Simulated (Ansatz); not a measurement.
Reaction (formal exchange of groups at a B–C bond): `BC1(B)C[SiH2]1` + `COCO` → `BCOCO` + `BC1C[SiH2]1`

Isolated molecules relaxed with PBE0-D4/def2-TZVP in Ansatz; ΔE leaves out vibrations. CCSD(T)/CBS is the MP2 limit (def2-TZVPP, def2-QZVPP) plus CCSD(T) − MP2 in def2-TZVPP, frozen cores. This one scheme is used for every species. Each species was taken in one conformer, which may not be the lowest.

`BC1(B)C[SiH2]1`:

Z-matrix (Å, degrees):
```
C
B 1 1.528
C 1 1.532 2 119.9
B 1 1.528 2 119.9 3 -174.6
Si 1 1.904 2 100.8 3 -65.4
H 2 1.202 1 120.6 3 -10.6
H 2 1.195 1 119.7 3 168.8
H 3 1.086 1 116.0 2 161.8
H 3 1.086 1 116.0 2 23.6
H 4 1.195 1 119.7 2 5.8
H 4 1.202 1 120.6 2 -174.8
H 5 1.476 1 116.4 2 8.8
H 5 1.476 1 116.4 2 -132.4
```

`COCO`:

Z-matrix (Å, degrees):
```
C
O 1 1.410
H 1 1.090 2 107.2
H 1 1.098 2 110.9 3 118.9
H 1 1.094 2 111.6 3 -119.7
C 2 1.391 1 113.3 3 -179.1
O 6 1.398 2 113.5 1 -67.9
H 6 1.095 2 105.4 1 169.5
H 6 1.097 2 111.0 1 50.4
H 7 0.962 6 108.0 2 -64.4
```

`BCOCO`:

```xyz
12

B    -1.073   -0.804    1.724
C    -0.641    0.022    0.494
O     0.241   -0.643   -0.388
C     0.703    0.164   -1.424
O     1.550    1.188   -0.990
H    -1.877   -0.316    2.464
H    -0.615   -1.881    1.962
H    -0.179    0.947    0.888
H    -1.535    0.383   -0.047
H     1.208   -0.513   -2.120
H    -0.129    0.670   -1.930
H     2.346    0.783   -0.633
```

`BC1C[SiH2]1`:

Z-matrix (Å, degrees):
```
Si
C 1 1.928
B 1 2.466 2 37.4
C 1 1.848 2 47.3 3 -128.1
H 1 1.475 2 114.3 3 123.3
H 1 1.472 2 122.9 3 -25.8
H 2 1.089 1 109.8 3 -122.6
H 3 1.197 1 124.2 2 103.4
H 3 1.202 1 92.9 2 -126.9
H 4 1.084 1 119.4 2 -109.5
H 4 1.086 1 115.6 2 109.4
```

```json
{"level": "SCS-MP2/def2-TZVPP", "ΔE (kJ/mol)": "48.6"}
{"level": "HF/CBS(def2)", "ΔE (kJ/mol)": "44.7"}
{"level": "MP2/CBS(def2)", "ΔE (kJ/mol)": "50.6"}
{"level": "CCSD/CBS(def2)", "ΔE (kJ/mol)": "44.7"}
```

(1) What does CCSD(T)/CBS give? (An estimate is asked.)

Largest T1 diagnostic among the species: 0.012.

## Answers

(1) The calculation gave: +45.7 kJ/mol. The listed levels differ from it by 2.9, -1.0, 4.9, -1.0 kJ/mol.

The D4 term adds +5.3 kJ/mol with B3LYP and +2.7 kJ/mol with PBE0; it sums over pairs of atoms, weighted by their polarisabilities, and B3LYP, whose exchange is more repulsive, gets the larger term. From PBE to PBE0 (25 % exact exchange), in def2-TZVPP and without D4, ΔE moves by +3.6 kJ/mol.

B3LYP here is the variant with VWN-RPA as its local correlation; programs differ in this.
